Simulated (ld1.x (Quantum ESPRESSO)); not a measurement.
# Cutoff test, Hf, TM

Hf (Z = 72), norm-conserving Troullier–Martins (Kleinman–Bylander form), made with ld1.x (Quantum ESPRESSO) 7.5 (PBE, fully relativistic). Core [Kr] 4d10 4f14, reference 5s2 5p6 5d2 6s2 6p0. Waves: 5s (bound): rc 1.60 bohr; 5p (bound): rc 1.30 bohr; 5d (bound): rc 2.60 bohr. Local part: the d channel. Core correction: none.

Open shells are filled in proportion to 2j + 1 (rel_dist='average').

Occupied shells without a wave of their own: 6s. They enter only through the test configuration that unscreens the potential.

The pseudo-atom Hamiltonian at the reference potential is diagonalised in spherical Bessel functions j_l(qr) that vanish at 20 bohr, with q² up to the cutoff. All-electron valence levels (Ry): 5s -4.9143, 6s -0.3756, 5p1/2 -3.0241, 6p1/2 -0.1235, 5p3/2 -2.4532, 6p3/2 -0.0952, 5d3/2 -0.2180, 5d5/2 -0.1851.

Question: How do the lowest levels (Ry) of each channel move with the cutoff, and are there ghosts?

Answer:

```csv
cutoff (Ry),s #1,s #2,s #3,p1/2 #1,p1/2 #2,p1/2 #3,p3/2 #1,p3/2 #2,p3/2 #3,d3/2 #1,d5/2 #1,f #1,f #2,Σ f·Δε (mRy)
8,-11.5797,-3.6265,-0.1674,-2.4495,-0.0852,0.0499,-2.1292,-0.0749,0.0529,-0.0723,-0.0723,0.1024,0.2173,5602.8
18,-60.1839,-4.7761,-0.2974,-2.9365,-0.1213,0.0412,-2.4876,-0.1169,0.0417,-0.1912,-0.1912,0.1024,0.2173,673.4
35,-80.0909,-4.9024,-0.3300,-2.9802,-0.1231,0.0409,-3.7290,-2.3615,-0.0783,-0.1975,-0.1975,0.1024,0.2173,484.8
60,-86.8961,-4.9121,-0.3326,-3.0203,-0.1245,0.0406,-6.8244,-2.4494,-0.0885,-0.1976,-0.1976,0.1024,0.2173,28.2
100,-88.3064,-4.9141,-0.3331,-3.0232,-0.1246,0.0406,-7.3985,-2.4529,-0.0893,-0.1976,-0.1976,0.1024,0.2173,3.7
160,-88.5336,-4.9143,-0.3332,-3.0240,-0.1247,0.0406,-7.4614,-2.4532,-0.0894,-0.1976,-0.1976,0.1024,0.2173,0.3
400,-88.5412,-4.9143,-0.3332,-3.0241,-0.1247,0.0406,-7.4691,-2.4532,-0.0894,-0.1976,-0.1976,0.1024,0.2173,0.0
```

Result: ghost states, extra bound levels that the all-electron valence spectrum of the same l lacks: s at -1204.7 eV, p3/2 at -101.6 eV (a true bound ghost makes a file unfit for plane-wave use); 10 mRy is reached at 90 Ry and 1 mRy at 120 Ry.

Note: ghost states, extra bound levels that the all-electron valence spectrum of the same l lacks: s at -1204.7 eV, p3/2 at -101.6 eV. A true bound ghost makes a file unfit for plane-wave use. The potential misses its own reference levels by up to 0.6 eV. 1 of 7 tests not solved or not reliable.
